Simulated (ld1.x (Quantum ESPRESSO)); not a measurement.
Results of a calculation; reference values are marked as such.
# Potentials for zinc (Zn) compared

Generated with ld1.x 7.5 (TM, RRKJ, ultrasoft, PAW), atompaw 4.2 or ONCVPSP 4.0.1. The cutoff is in Ry: for ld1.x and atompaw files where the sum of valence levels is converged to 10 mRy in a Bessel basis, for ONCV files where the hardest occupied wave has 1 mHa per electron of residual kinetic energy. The error is the largest all-electron minus pseudo excitation energy over each file’s own four to seven test configurations (ionisations up to +4, promotions, holes and added fractions of an electron), all of which were solved. The labels leave out finer settings (local radius, basis sizes, second energies), which also bear on the numbers. Spin-polarised tests are not counted. The rows are a selection from randomly drawn settings: files with unsolved tests, undetermined cutoffs or missed reference levels are left out.

| potential | cutoff (Ry) | largest error (meV) | bound ghosts |
| --- | --- | --- | --- |
| TM, BP86, scalar-relativistic, rc 1.90/1.45/1.40 (spd), local smoothed, core correction yes, reference 3d9 4s0 4p0 | 140 | -376 | none |
| RRKJ, PBEsol, scalar-relativistic, rc 2.10/1.95/1.35 (spd), local s, core correction yes, reference 3d10 4s1 4p0 | 120 | -1814 | none |
| PAW, revPBE, scalar-relativistic, rc 1.05/1.55/1.20 (spd), local smoothed, core correction yes, reference 3s2 3p6 3d10 4s1.5 4p0.5 | 100 | -46 | none |
| TM, Wu–Cohen, scalar-relativistic, rc 2.20/1.90/1.00 (spd), local p, core correction no, reference 3d10 4s1 4p0 | 230 | -591 | none |
| PAW, PBE, scalar-relativistic, rc 1.10/1.05/1.20 (spd), local smoothed, core correction yes, reference 3s2 3p6 3d10 4s2 4p0 | 110 | -32 | none |
| PAW, PBE, scalar-relativistic, rc 1.80/2.05/0.90 (spd), local smoothed, core correction yes, reference 3d10 4s0.5 4p0 | 180 | -124 | none |

Question: Fill in the row for Zn: TM, PBEsol, scalar-relativistic, rc 2.30/2.10 (sp), local s, core correction no, reference 4s2 4p0.

Answer: cutoff 10 Ry, largest error +108 meV, bound ghosts: none.
